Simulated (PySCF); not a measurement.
## Computed structure and properties of [Er(OH)4]−

System: [Er(OH)4]− (singlet in the valence; each metal's 4f electrons, 11 of them, lie in its core potential, out of spins and levels; a saddle point, relaxed within its symmetry); start: displaced along the imaginary mode (C1). Method: PySCF 2.14.0, RKS BP86, Er lcecp-1-SVP with ECP57, O def2-SVP, H def2-SVP; non-relativistic Hamiltonian with scalar-relativistic core potentials where named; density fitting; no spin-orbit coupling.

Input of the relaxation:

```python
mol = gto.M(atom='''
Er     0.00768     0.00850     0.00010
O      1.15628     1.31498     1.20625
H      2.10381     1.46745     1.48190
O     -1.16130    -1.32544     1.18956
H     -2.12410    -1.51451     0.98453
O      1.29267    -1.19207    -1.19919
H      1.34426    -2.16866    -1.24760
O     -1.34783     1.12420    -1.19705
H     -1.63313     2.05898    -1.22920''',
    basis={'Er': 'lcecp-1-SVP', 'O': 'def2-SVP', 'H': 'def2-SVP'},
    ecp={'Er': 'lcecp-1-SVP'},
    charge=-1, spin=0)
mf = dft.RKS(mol, xc='B88,P86')
mf.grids.atom_grid = (50, 194)  # f atoms: unpruned, at least (60, 302)
mf = mf.density_fit()  # fitting sets: Er AutoAux, O def2-universal-JKFIT, H def2-universal-JKFIT
mf.conv_tol = 1e-08; mf.max_cycle = 55
mf.kernel(dm0)  # dm0: converged density of the start geometry
# quasi-Newton relaxation in Cartesian coordinates to a largest gradient under 0.00045 Eh/bohr, steps kept in the point group
```

Run from Python with OMP_NUM_THREADS=2; the lines above give its settings. Where DIIS fails, smearing, a level shift and second-order steps follow.
It took 44 s on 2 threads of Arm Neoverse V1 (shared host), from the converged density of the start.

Course of the relaxation:

| step | energy above end (eV) | largest force component within the symmetry (eV/Å) |
| --- | --- | --- |
| 0 | 0.0431 | 1.255 |
| 1 | 0.0014 | 0.170 |
| 2 | 0.0007 | 0.027 |
| 3 | 0.0006 | 0.017 |
| 4 | 0.0005 | 0.017 |
| 5 | 0.0004 | 0.020 |
| 6 | 0.0002 | 0.042 |
| 7 | 0.0001 | 0.013 |
| 8 | 0.0000 | 0.023 |

Relaxed geometry (C1):

```xyz
9

Er    0.0267    0.0182   -0.0050
O     1.1742    1.3034    1.2267
H     2.0906    1.4918    1.4789
O    -1.1741   -1.2891    1.1768
H    -2.0926   -1.5200    0.9535
O     1.2792   -1.2138   -1.2056
H     1.3217   -2.1843   -1.2301
O    -1.3065    1.1363   -1.2261
H    -1.6809    2.0310   -1.1798
```

```tsv
contact	Å
Er1–O2 (OH)	2.118
Er1–O4 (OH)	2.133
Er1–O6 (OH)	2.128
Er1–O8 (OH)	2.126
```

On the finer grid (75, 302):

```json
{
  "HOMO": "-0.94 eV",
  "LUMO": "3.47 eV",
  "Dipole about the centre of mass": "0.23 D",
  "Set of Mulliken populations of Er1 outside the core potential": "s 2.27, p 6.56, d 1.62, f 0.06",
  "D3(BJ) dispersion energy (not in the energies)": "-0.236 eV"
}
```

| atom | Mulliken (e) | Löwdin (e) | spin (e) |
| --- | --- | --- | --- |
| Er1 | 0.48 | 0.07 | 0.00 |
| O2 | -0.51 | -0.32 | 0.00 |
| H3 | 0.14 | 0.06 | 0.00 |
| O4 | -0.51 | -0.33 | 0.00 |
| H5 | 0.15 | 0.06 | 0.00 |
| O6 | -0.52 | -0.33 | 0.00 |
| H7 | 0.15 | 0.06 | 0.00 |
| O8 | -0.51 | -0.32 | 0.00 |
| H9 | 0.14 | 0.06 | 0.00 |

The 4f levels lie in the core potential and are missing. Their spin isn't counted.

On the grid (50, 194), as all that follows. Harmonic modes: 1 unstable, so a saddle point once the symmetry is let go (counted below −25 cm⁻¹); lowest -83 cm⁻¹ (negative: unstable), highest 3807 cm⁻¹, zero-point energy 1.192 eV.

Taking off one OH (charge -1, singlet; the rest: singlet) in vacuum, both parts rigid, costs 6.03 eV; the small basis without counterpoise inflates it.

Rigid scan of OH along the line from its metal:

```json
{"distance to O2 (Å)": "1.82", "energy (eV)": "1.024"}
{"distance to O2 (Å)": "1.92", "energy (eV)": "0.387"}
{"distance to O2 (Å)": "2.02", "energy (eV)": "0.083"}
{"distance to O2 (Å)": "2.12", "energy (eV)": "0.000"}
{"distance to O2 (Å)": "2.22", "energy (eV)": "0.062"}
{"distance to O2 (Å)": "2.32", "energy (eV)": "0.216"}
{"distance to O2 (Å)": "2.52", "energy (eV)": "0.665"}
{"distance to O2 (Å)": "2.82", "energy (eV)": "1.425"}
{"distance to O2 (Å)": "3.22", "energy (eV)": "2.316"}
{"distance to O2 (Å)": "3.72", "energy (eV)": "3.123"}
```

One start shape was tried, so this needn't be the lowest isomer.

An lcecp potential fixes the number of 4f electrons, so in runs with it no electron can move into or out of that shell.
